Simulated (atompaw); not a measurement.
**Hf (Z = 72) PAW (atompaw): all-electron and pseudo phase curves**

Hf (Z = 72), PAW, made with atompaw 4.2.0.5 (PBE, scalar-relativistic). Core [Xe], reference 4f14 5d2 6s2 6p0. Waves: 6s (bound): rc 3.00 bohr; 6s channel at 0.3 Ry: rc 3.00 bohr; 6p (bound, empty): rc 3.00 bohr; 6p channel at 3.8 Ry: rc 3.00 bohr; 5d (bound): rc 2.90 bohr; 5d channel at 4.25 Ry: rc 3.00 bohr; 4f (bound): rc 0.55 bohr; 4f channel at -0.55 Ry: rc 0.55 bohr. Local part: ultrasoft scheme with l = 4 at 0 Ry, radius 1.95 bohr. Core correction: smooth core density matched at 2.15 bohr. Augmentation charge: sinc compensation charge, radius 2.25 bohr; PAW radius 3.00 bohr; waves and projectors: custom rrkj gramschmidtortho.

The phase is arctan(r·u′/u) with u = r·R(r), unwrapped; energies in Ry, scanned from -3 to 5 Ry. A pole is an energy at which the radial function vanishes at the test radius. The pseudo phase is shifted by a multiple of π to meet the all-electron one at the reference energy, and phase errors are pseudo minus all-electron; the curves can meet again beyond the range given. Levels narrower than the energy grid can be missing from the lists of poles.

| channel | radius (bohr) | reference energy (Ry) | poles, all-electron | poles, pseudo | unbroken range about the reference energy with phases within 0.05 rad | phase error 1 Ry above the reference energy (rad) |
| --- | --- | --- | --- | --- | --- | --- |
| s | 3.00 | -0.38 | 1.37 | 1.36 | below 3.4 | -0.000 |
| p | 3.00 | -0.10 | -2.56, 2.67 | 2.21, 2.75 | -2.2 to 2.2 | -0.033 |
| d | 3.00 | -0.20 | 0.28, 5.00 | 0.28, 4.99 | below 2.0 | -0.005 |
| f | 3.00 | -1.24 | -1.21, 3.11 | -1.21, 3.07 | not even at the reference energy | +0.000 |

A Bessel basis up to 400 Ry misses an occupied level by 0.02 Ry, so cutoffs were not judged. Note: ghost state, extra bound levels that the all-electron valence spectrum of the same l lacks: s at -45.3 eV (other channels not judged).

Phases in the f channel:

```json
{"E (Ry)": "-3.00", "all-electron": "1.397", "pseudo": "1.397"}
{"E (Ry)": "-2.76", "all-electron": "1.391", "pseudo": "1.391"}
{"E (Ry)": "-2.52", "all-electron": "1.385", "pseudo": "1.385"}
{"E (Ry)": "-2.28", "all-electron": "1.378", "pseudo": "1.378"}
{"E (Ry)": "-2.04", "all-electron": "1.369", "pseudo": "1.369"}
{"E (Ry)": "-1.80", "all-electron": "1.359", "pseudo": "1.359"}
{"E (Ry)": "-1.56", "all-electron": "1.347", "pseudo": "1.347"}
{"E (Ry)": "-1.32", "all-electron": "1.317", "pseudo": "1.317"}
{"E (Ry)": "-1.08", "all-electron": "-1.803", "pseudo": "-1.803"}
{"E (Ry)": "-0.84", "all-electron": "-1.826", "pseudo": "-1.826"}
{"E (Ry)": "-0.60", "all-electron": "-1.847", "pseudo": "-1.847"}
{"E (Ry)": "-0.36", "all-electron": "-1.872", "pseudo": "-1.872"}
{"E (Ry)": "-0.12", "all-electron": "-1.904", "pseudo": "-1.904"}
{"E (Ry)": "0.12", "all-electron": "-1.946", "pseudo": "-1.946"}
{"E (Ry)": "0.36", "all-electron": "-2.004", "pseudo": "-2.004"}
{"E (Ry)": "0.60", "all-electron": "-2.091", "pseudo": "-2.092"}
{"E (Ry)": "0.84", "all-electron": "-2.236", "pseudo": "-2.236"}
{"E (Ry)": "1.08", "all-electron": "-2.505", "pseudo": "-2.507"}
{"E (Ry)": "1.32", "all-electron": "-3.031", "pseudo": "-3.037"}
{"E (Ry)": "1.56", "all-electron": "-3.719", "pseudo": "-3.726"}
{"E (Ry)": "1.80", "all-electron": "-4.158", "pseudo": "-4.165"}
{"E (Ry)": "2.04", "all-electron": "-4.382", "pseudo": "-4.387"}
{"E (Ry)": "2.28", "all-electron": "-4.509", "pseudo": "-4.513"}
{"E (Ry)": "2.52", "all-electron": "-4.590", "pseudo": "-4.595"}
{"E (Ry)": "2.76", "all-electron": "-4.649", "pseudo": "-4.654"}
{"E (Ry)": "3.00", "all-electron": "-4.694", "pseudo": "-4.700"}
{"E (Ry)": "3.24", "all-electron": "-4.734", "pseudo": "-4.741"}
{"E (Ry)": "3.48", "all-electron": "-4.770", "pseudo": "-4.779"}
{"E (Ry)": "3.72", "all-electron": "-4.806", "pseudo": "-4.818"}
{"E (Ry)": "3.96", "all-electron": "-4.845", "pseudo": "-4.862"}
{"E (Ry)": "4.20", "all-electron": "-4.891", "pseudo": "-4.918"}
{"E (Ry)": "4.44", "all-electron": "-4.951", "pseudo": "-4.998"}
{"E (Ry)": "4.68", "all-electron": "-5.040", "pseudo": "-5.133"}
{"E (Ry)": "4.92", "all-electron": "-5.194", "pseudo": "-5.418"}
```
